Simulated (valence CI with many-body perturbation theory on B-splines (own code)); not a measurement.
**O IV: calculation against measured levels**

Method: relativistic CI+MBPT: three valence electrons over a frozen Dirac-Fock core [He], a basis of 11 s, 11 p, 10 d, 8 f, 5 g, 2 h functions for each j, with the one-electron correlation potential Σ1 (screened to all orders), the two-electron term Σ2, the three-electron term Σ3, Breit, model QED; selected single and double excitations, second order for the rest, scaled by the run's own slope (own B-spline code, finite nucleus).

Set against measurement, 55 paired levels are off by 115 cm⁻¹ on average, the worst by 261. These come from a selection out of Moore, Selected Tables of Atomic Spectra, NSRDS-NBS 3, section 10. Levels without a partner in it may be off by more.

Measured levels: Moore, Selected Tables of Atomic Spectra, NSRDS-NBS 3, section 10. Pairs share parity and J, and are chosen by configuration, term and nearness in energy; levels without a clear partner are left out. Energies in cm⁻¹ above the measured ground level.

Letters in brackets count levels of one name in rising energy.

| Computed label | Label in the source | Measured | Computed | Difference |
| --- | --- | --- | --- | --- |
| 2s2 2p 2P°_1/2 | 2s2 2p 2P° | 0 | 0.0 | 0 |
| 2s2 2p 2P°_3/2 | 2s2 2p 2P° | 385.9 | 385.7 | 0 |
| 2s 2p2 4P_1/2 | 2s 2p2 4P | 71439.8 | 71330.3 | -110 |
| 2s 2p2 4P_3/2 | 2s 2p2 4P | 71570.1 | 71461.2 | -109 |
| 2s 2p2 4P_5/2 | 2s 2p2 4P | 71755.5 | 71645.3 | -110 |
| 2s 2p2 2D_5/2 | 2s 2p2 2D | 126936.3 | 127040.4 | +104 |
| 2s 2p2 2D_3/2 | 2s 2p2 2D | 126950.2 | 127053.1 | +103 |
| 2s 2p2 2S_1/2 | 2s 2p2 2S | 164366.4 | 164606.5 | +240 |
| 2s 2p2 2P_1/2 | 2s 2p2 2P | 180480.8 | 180698.1 | +217 |
| 2s 2p2 2P_3/2 | 2s 2p2 2P | 180724.2 | 180939.6 | +215 |
| 2p3 4S°_3/2 | 2p3 4S° | 231537.5 | 231529.9 | -8 |
| 2p3 2D°_5/2 | 2p3 2D° | 255155.9 | 255259.3 | +103 |
| 2p3 2D°_3/2 | 2p3 2D° | 255184.9 | 255289.3 | +104 |
| 2p3 2P°_1/2 | 2p3 2P° | 289015.4 | 289240.5 | +225 |
| 2p3 2P°_3/2 | 2p3 2P° | 289023.5 | 289249.5 | +226 |
| 2s2 3s 2S_1/2 | 2s2 3s 2S | 357614.3 | 357528.0 | -86 |
| 2s2 3d 2D_3/2 | 2s2 3d 2D | 419533.9 | 419486.8 | -47 |
| 2s2 3d 2D_5/2 | 2s2 3d 2D | 419550.6 | 419503.3 | -47 |
| 2s 2p 3s 4P°_1/2 | 2s 2p(3P°) 3s 4P° | 438849 | 438730.8 | -118 |
| 2s 2p 3s 4P°_3/2 | 2s 2p(3P°) 3s 4P° | 438983.9 | 438866.4 | -117 |
| 2s 2p 3s 4P°_5/2 | 2s 2p(3P°) 3s 4P° | 439230.9 | 439113.3 | -118 |
| 2s 2p 3s 2P°_1/2 [a] | 2s 2p(3P°) 3s 2P° | 452806.6 | 452713.8 | -93 |
| 2s 2p 3s 2P°_3/2 [a] | 2s 2p(3P°) 3s 2P° | 453071.5 | 452979.2 | -92 |
| 2s 2p 3p 2P_1/2 [a] | 2s 2p(3P°) 3p 2P | 467229.3 | 467117.7 | -112 |
| 2s 2p 3p 2P_3/2 [a] | 2s 2p(3P°) 3p 2P | 467344.9 | 467233.4 | -111 |
| 2s 2p 3p 4D_1/2 | 2s 2p(3P°) 3p 4D | 468337.4 | 468227.8 | -110 |
| 2s 2p 3p 4D_3/2 | 2s 2p(3P°) 3p 4D | 468414.9 | 468306.1 | -109 |
| 2s 2p 3p 4D_5/2 | 2s 2p(3P°) 3p 4D | 468550.6 | 468442.0 | -109 |
| 2s 2p 3p 4D_7/2 | 2s 2p(3P°) 3p 4D | 468760 | 468651.5 | -109 |
| 2s 2p 3p 4S_3/2 | 2s 2p(3P°) 3p 4S | 474478.1 | 474375.2 | -103 |
| 2s2 4s 2S_1/2 | 2s2 4s 2S | 485821.7 | 485665.7 | -156 |
| 2s 2p 3p 2S_1/2 [a] | 2s 2p(3P°) 3p 2S | 492890.9 | 492912.0 | +21 |
| 2s 2p 3d 4F°_3/2 | 2s 2p(3P°) 3d 4F° | 495169 | 495098.6 | -70 |
| 2s 2p 3d 4F°_5/2 | 2s 2p(3P°) 3d 4F° | 495246.1 | 495174.9 | -71 |
| 2s2 4p 2P°_1/2 | 2s2 4p 2P° | 499994.9 | 499852.3 | -143 |
| 2s2 4p 2P°_3/2 | 2s2 4p 2P° | 500037.8 | 499895.2 | -143 |
| 2s 2p 3d 4P°_3/2 | 2s 2p(3P°) 3d 4P° | 504208.9 | 504106.2 | -103 |
| 2s 2p 3d 4P°_1/2 | 2s 2p(3P°) 3d 4P° | 504282.3 | 504179.3 | -103 |
| 2s2 4d 2D_3/2 | 2s2 4d 2D | 510569.7 | 510469.0 | -101 |
| 2s2 4d 2D_5/2 | 2s2 4d 2D | 510574.1 | 510475.0 | -99 |
| 2s 2p 3d 2P°_3/2 [a] | 2s 2p(3P°) 3d 2P° | 514220.4 | 514226.8 | +6 |
| 2s 2p 3d 2P°_1/2 [a] | 2s 2p(3P°) 3d 2P° | 514371.3 | 514377.5 | +6 |
| 2s 2p 3s 2P°_1/2 [b] | 2s 2p(1P°) 3s 2P° | 518699 | 518817.2 | +118 |
| 2s 2p 3s 2P°_3/2 [b] | 2s 2p(1P°) 3s 2P° | 518709 | 518827.4 | +118 |
| 2s2 5s 2S_1/2 | 2s2 5s 2S | 539368 | 539266.6 | -101 |
| 2s2 5p 2P°_1/2 | 2s2 5p 2P° | 546803.4 | 546679.3 | -124 |
| 2s2 5p 2P°_3/2 | 2s2 5p 2P° | 546818.7 | 546696.9 | -122 |
| 2s 2p 3p 2D_3/2 [b] | 2s 2p(1P°) 3p 2D | 547326 | 547458.9 | +133 |
| 2s 2p 3p 2D_5/2 [b] | 2s 2p(1P°) 3p 2D | 547355 | 547488.4 | +133 |
| 2s 2p 3p 2P_1/2 [b] | 2s 2p(1P°) 3p 2P | 549792 | 549916.0 | +124 |
| 2s 2p 3p 2P_3/2 [b] | 2s 2p(1P°) 3p 2P | 549855 | 549975.4 | +120 |
| 2s2 5d 2D_3/2 | 2s2 5d 2D | 552029.6 | 551899.4 | -130 |
| 2s2 5d 2D_5/2 | 2s2 5d 2D | 552032.3 | 551902.8 | -130 |
| 2s 2p 3p 2S_1/2 [b] | 2s 2p(1P°) 3p 2S | 554464 | 554725.1 | +261 |
| 2s 2p 4s 4P°_1/2 | 2s 2p(3P°) 4s 4P° | 568901 | 568739.6 | -161 |
| 2s 2p 4s 4P°_3/2 | 2s 2p(3P°) 4s 4P° | 569036 | 568876.1 | -160 |

Over 55 excited levels the mean absolute difference is 115 cm⁻¹, the median 110 and the largest 261. The comparison draws on a selection of the measured levels: 56 of the 116 computed ones have a partner in it, and others may be off by more.
